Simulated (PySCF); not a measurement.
GeH₅P.
Atom-mapped SMILES: `[PH2:1][GeH3:2]` (hydrogens: H3, H4 on P1; H5, H6, H7 on Ge2)

Computed by this run: PBE0-D3(BJ)/def2-SVP geometry optimisation, gas phase (PySCF); density fitting, grid level 1; the optimiser is geomeTRIC in internal coordinates, started from a GFN2-xTB structure with every atom displaced at random (about 0.01 Å).

Step 0: E = -65867.4861 eV
```
atom  x, y, z in Å  |  force x, y, z in eV/Å
P1      1.3003   -0.1493    0.8731   -0.543   0.882   1.146
Ge2    -0.7785    0.1694   -0.0943    0.238   0.083   0.138
H3      1.9215    0.5376   -0.1650    0.488   0.486  -0.573
H4      1.5001   -1.3596    0.2638    0.166  -1.311  -0.588
H5     -1.8091   -0.6862    0.5672   -0.502  -0.574   0.510
H6     -1.2434    1.5936    0.0653   -0.009   0.647   0.173
H7     -0.8571   -0.1347   -1.5600    0.162  -0.213  -0.806
```

Task: Estimate the geometry and energy of step 1. (The exact step hangs on the optimiser's Hessian estimate; all steps are aligned on step 0, rigid shifts and turns removed.)

Result: E = -65867.6045 eV, largest force 0.398 eV/Å
```
atom  x, y, z in Å  |  force x, y, z in eV/Å
P1      1.2803   -0.1287    0.8812    0.125  -0.217  -0.310
Ge2    -0.8103    0.1685   -0.0976   -0.229   0.008  -0.156
H3      1.9481    0.5901   -0.1726   -0.078  -0.106   0.161
H4      1.4914   -1.4104    0.2430   -0.043   0.311   0.163
H5     -1.8509   -0.7332    0.6250    0.197   0.149  -0.113
H6     -1.2151    1.6552    0.0896    0.045  -0.206  -0.025
H7     -0.8095   -0.1706   -1.6186   -0.016   0.061   0.280
```

The energy changes by -0.1184 eV. The first-order estimate −F·Δx gives -0.3345 eV and the mean of the old and new forces, exact on a quadratic surface, -0.1260 eV. The step makes an angle of 43° with the force vector and moves no atom by more than 0.085 Å.

What follows is the cost of the whole optimisation. The run took 9.0 s of wall time on Arm Neoverse V1, one thread, shared host with 32 logical CPUs at a one-minute load of 29, and the process peaked at 0.32 GiB of memory.
